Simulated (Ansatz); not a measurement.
Born–Oppenheimer molecular dynamics of Cl₂FH₃OSi₂ (9 atoms, charge 0, multiplicity 1). It starts from a relaxed structure.

All numbers below come from Ansatz, RKS PBE/def2-SVP.

```
ensemble        : NVT, Langevin thermostat
time step       : 0.25 fs
steps asked     : 250
set temperature : 700 K
friction        : 1 /fs
seed            : 988219
```

First frame:

```xyz
9
Properties=species:S:1:pos:R:3
Si -0.034 -0.026 -0.103
O -0.272 -0.160 1.506
Si -1.392 -0.411 2.745
H -2.544 -1.224 2.226
H -0.688 -1.145 3.844
H -1.882 0.919 3.238
F 1.556 0.104 -0.367
Cl -0.942 1.653 -0.852
Cl -0.713 -1.691 -1.091
```

(1) How far do the bonds stretch over the last three quarters of this one trajectory? (Pairs bonded in most of those frames.)

Answers

(1) 
```tsv
bond	mean (Å)	spread (Å)	shortest	longest
Si1–O2	1.604	0.015	1.57	1.63
Si1–F7	1.639	0.027	1.60	1.68
Si1–Cl8	2.095	0.020	2.06	2.12
Si1–Cl9	2.001	0.034	1.95	2.07
O2–Si3	1.627	0.017	1.59	1.65
Si3–H4	1.517	0.029	1.47	1.60
Si3–H5	1.433	0.051	1.32	1.55
Si3–H6	1.511	0.044	1.43	1.59
```

Mean temperature of the second half: 698 K. A run of 0.062 ps of so small a system gives no equilibrium averages. The friction is so strong that the motion is overdamped, so the time scale means little.

The run took 6.3 min on 4 threads of Arm Neoverse V1, with other jobs on the host, peak memory 0.17 GiB.
